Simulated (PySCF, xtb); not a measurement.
WO2Cl, SMILES [O]=[W+](=[O])[Cl], charge +1, multiplicity 1.

Harmonic wavenumbers (cm⁻¹) from GFN2-xTB in xtb 6.7.1 at its own minimum, in rising order: 135, 166, 224, 329, 738, 761.

Question: What does PySCF with PBE0-D3(BJ)/def2-SVP give at its own minimum? (The exact figures need the calculation; the answer reports its results.)

Answer: 227, 233, 397, 463, 1059, 1108. Paired by order, the mean absolute difference is 189 cm⁻¹ and the zero-point energies are 3.4 and 5.0 kcal/mol.
